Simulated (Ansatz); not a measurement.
Mulliken charges of Cl$_{2}$GeH$_{4}$OSi (`Cl[SiH2][O][GeH2][Cl]`) from ωB97M-V/def2-TZVPP in Ansatz (PBE0-D4/def2-TZVP geometry).

```json
{"atom": "Cl1", "x (Å)": "-0.974", "y (Å)": "-2.279", "z (Å)": "0.549", "charge (e)": "-0.226"}
{"atom": "Si2", "x (Å)": "-0.676", "y (Å)": "-0.968", "z (Å)": "-1.008", "charge (e)": "0.462"}
{"atom": "O3", "x (Å)": "-0.445", "y (Å)": "0.535", "z (Å)": "-0.435", "charge (e)": "-0.471"}
{"atom": "Ge4", "x (Å)": "0.483", "y (Å)": "1.234", "z (Å)": "0.895", "charge (e)": "0.447"}
{"atom": "Cl5", "x (Å)": "2.443", "y (Å)": "0.361", "z (Å)": "0.844", "charge (e)": "-0.264"}
{"atom": "H6", "x (Å)": "0.505", "y (Å)": "-1.450", "z (Å)": "-1.756", "charge (e)": "-0.024"}
{"atom": "H7", "x (Å)": "-1.897", "y (Å)": "-0.959", "z (Å)": "-1.838", "charge (e)": "-0.023"}
{"atom": "H8", "x (Å)": "-0.169", "y (Å)": "0.858", "z (Å)": "2.226", "charge (e)": "0.054"}
{"atom": "H9", "x (Å)": "0.605", "y (Å)": "2.726", "z (Å)": "0.593", "charge (e)": "0.047"}
```

**Question.** By hand: the dipole of these point charges (1 e Å = 4.8032 D).

**Answer.** Σ q r = (-0.261, 0.503, 0.025) e Å, of length 0.567 e Å = 2.72 D.

**Question.** How does the dipole of the full density compare? (Estimate.)

**Answer.** Computed: (-0.136, 0.364, 0.030) e Å, 1.87 D; the point charges give 1.45 times that, at 7° from its direction.

Point charges leave out the atoms' own dipoles, such as those of lone pairs, and Mulliken's split depends on the basis, so the two needn't agree.
